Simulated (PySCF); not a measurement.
# NMR data sheet: C$_{6}$H$_{11}$NSi

- Formula: C6H11NSi
- SMILES: C#C[C@](C)(C=C)N[SiH3]
- Point group of the computed structure: C1
- Degrees of unsaturation: 3
- Carbon signals: 6
- Proton signals: 7

Numbering as in the mapped SMILES `[CH:1]#[C:2][C@:3]([CH3:4])([CH:5]=[CH2:6])[NH:7][SiH3:8]` (H(Xn): hydrogen on atom n). Ha(C6) is cis to C3; Hb(C6) is trans to C3.

PySCF calculation with coordinates at the GFN2-xTB level and NMR shieldings at PBE0/pcSseg-1/GIAO; in vacuum, one computed conformer, non-relativistic Hamiltonian, equivalent nuclei averaged.

Chemical shifts δ = σref − σ; ¹H (σ = 31.72 ppm), ¹³C (σ = 186.93 ppm), ²⁹Si (σ = 349.16 ppm) against TMS; ¹⁵N (σ = 267.73 ppm) against NH3, all at this level.

```tsv
carbon	δC, type	δH (multiplicity)	HMBC from (2–3 bonds)	span of the C tensor (ppm)
C1	80.0, CH	1.97 (s)	–	196
C2	92.6, C	–	H(C5), H(C1), H(C4)	313
C3	53.4, C	–	H(C5), Ha(C6), Hb(C6), H(Si8), H(C1), H(C4)	25
C4	30.3, CH3	1.63 (s)	H(C5)	37
C5	151.0, CH	6.31 (m)	Ha(C6), Hb(C6), H(C4)	231
C6	118.5, CH2	Hb(C6) 5.32 (m); Ha(C6) 5.96 (m)	H(C5)	208
```

Other nuclei:
```csv
atoms,nucleus,environment,δ (ppm),σ (ppm)
H(Si8),¹H,hydrogen on a silicon bonded to N,4.71,27.01
H(N7),¹H,"hydrogen on a nitrogen bonded to C, Si",0.61,31.11
Si8,²⁹Si,"silicon bonded to N, 3 H",-69.8,418.9
N7,¹⁵N,"nitrogen bonded to C, Si, H",49.1,218.6
```

1. Carbon types of the structure: 2 × C, 2 × CH, 1 × CH2, 1 × CH3, leaving 4 H on heteroatoms.
2. δC 151.0: alkene CH; an sp2 carbon of a C=C bond.
3. δC 118.5: terminal =CH2 carbon; an sp2 carbon of a C=C bond.
4. δC 92.6: alkyne carbon; sp carbons lie upfield of alkene carbons because the cylindrical π system leaves one tensor component strongly shielded.
5. δC 80.0: terminal alkyne carbon; sp carbons lie upfield of alkene carbons because the cylindrical π system leaves one tensor component strongly shielded.
6. δC 30.3: methyl carbon; a saturated carbon with 1 carbon neighbour and no heteroatom attached.

OH/NH shifts are gas-phase values; hydrogen bonding in solution moves them, usually downfield. Shifts are as computed. Against solution values, carbons near 30 ppm lie about +3 ppm off and those near 130 ppm about +5 ppm. Of 1211 compounds with measured shifts, 218 miss one by over three times the rms of a fit or turn the order of signals round; such compounds aren't used in these exercises. Experimental scales use liquid or dissolved standards, which lie at an offset from isolated NH3 (liquid NH3: subtract about 20 ppm). Multiplicities follow the n + 1 count of equivalent neighbours, as no J values were calculated; m marks all less simple cases, F and P coupling included.
